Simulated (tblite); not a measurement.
C7H10F3P.
Cartesian coordinates in Å at the GFN2-xTB level; atoms count from 1:
```xyz
21
C7H10F3P angstrom
C      3.6741    0.6135   -0.2838
C      2.4781    0.4905    0.2618
C      1.1940    0.7453   -0.4570
P      0.2775   -0.8805   -0.6445
C     -0.9778   -0.7271    0.7150
C     -1.5471   -1.9629    1.3661
C     -1.5071   -0.3367   -0.6479
C     -1.9391    1.0648   -0.9413
F     -1.3363    1.5897   -2.0273
F     -1.7071    1.9323    0.0589
F     -3.2595    1.1311   -1.1882
H      4.5764    0.4213    0.2710
H      3.7987    0.9213   -1.3091
H      2.3773    0.1799    1.2945
H      0.5913    1.4643    0.1004
H      1.3879    1.1350   -1.4594
H     -0.8322    0.0979    1.4076
H     -0.9026   -2.2911    2.1785
H     -1.6331   -2.7732    0.6454
H     -2.5357   -1.7536    1.7739
H     -2.1867   -1.0449   -1.1149
```

Method: GFN2-xTB as coded in tblite; computed harmonic values from a numerical Hessian at the method's own geometry, unscaled. This tight-binding method is rough: wavenumbers can miss measured ones by several per cent, in bad cases by 10 to 20. One conformer, not necessarily the lowest.

Harmonic wavenumbers (cm⁻¹): 29.3, 45.3, 60.2, 106.9, 121.3, 180.1, 184.1, 211.8, 238.0, 246.8, 342.0, 366.3, 375.6, 422.0, 474.1, 505.7, 586.7, 606.3, 662.9, 694.4, 756.1, 816.1, 833.7, 897.6, 933.6, 948.1, 969.8, 970.7, 1016.4, 1027.6, 1031.8, 1063.3, 1081.6, 1124.4, 1154.9, 1167.4, 1187.5, 1200.0, 1252.9, 1292.5, 1346.7, 1402.4, 1410.2, 1424.9, 1483.8, 1487.7, 1709.2, 2965.5, 2970.5, 3000.9, 3008.6, 3015.1, 3034.4, 3037.3, 3047.1, 3100.3, 3129.1.

A = 1300, B = 653.4, C = 507.6 MHz; mass 182.047 u (most abundant isotopes); point group C1, symmetry number 1.

Question: What is the zero-point energy?

Answer: ½Σν̃ = 33880 cm⁻¹ = 96.87 kcal/mol.

Question: What is S at 400 K and 1 bar for an ideal gas of classical rigid rotors and harmonic oscillators?

Answer: Translation 42.99, rotation 31.86, vibration 54.35: S = 129.2 cal/(mol K).

Question: And Cp and H(400 K) − H(0)?

Answer: Cp = 58.77 cal/(mol K), of which vibrations give 50.82 (their classical limit is 57 R = 113.3); H(400 K) − H(0) = 13.95 kcal/mol without the zero-point energy, 10.77 from vibrations.

Question: Blend soft modes into free rotors: weight 1/[1 + (100 cm⁻¹/ν̃)⁴] for the oscillator and the rest for a rotor with moment μB/(μ + B), μ = h/(8π²ν), B = 10⁻⁴⁴ kg m². What vibrational entropy results?

Answer: 48.83 cal/(mol K) in place of 54.35, which changes −T·S at 400 K by +2.21 kcal/mol.

Question: How do the functions run with temperature in this model?

Answer: 
```tsv
T (K)	S (cal/(mol K))	Cp (cal/(mol K))	H − H(0) (kcal/mol)	G − H(0) (kcal/mol)	ln q(vib)
150	88.1	29.3	2.87	-10.35	4.97
250	105.9	41.4	6.40	-20.07	8.61
298.15	113.7	47.2	8.53	-25.36	10.31
600	156.5	75.7	27.51	-66.37	20.38
900	190.3	90.9	52.71	-118.58	29.39
```

q(vib) and H(0) count from the zero-point level.

Question: Which modes carry the vibrational entropy at 400 K?

Answer: 29.3 cm⁻¹: 6.46; 45.3 cm⁻¹: 5.59; 60.2 cm⁻¹: 5.03; 106.9 cm⁻¹: 3.90; 121.3 cm⁻¹: 3.65; 180.1 cm⁻¹: 2.88 cal/(mol K); the other 51 give 26.83 together.

Question: What must be added to the electronic energy to get the Gibbs energy at 400 K and 1 bar?

Answer: ZPE + [H(400 K) − H(0)] − T·S = 96.87 + 13.95 − 51.68 = 59.14 kcal/mol.

Hindered rotation and anharmonicity are outside this model. Other conformers, if any are populated, would add a mixing term that is left out. The structure is chiral; the term R ln 2 for an equal mix with its mirror image is left out.
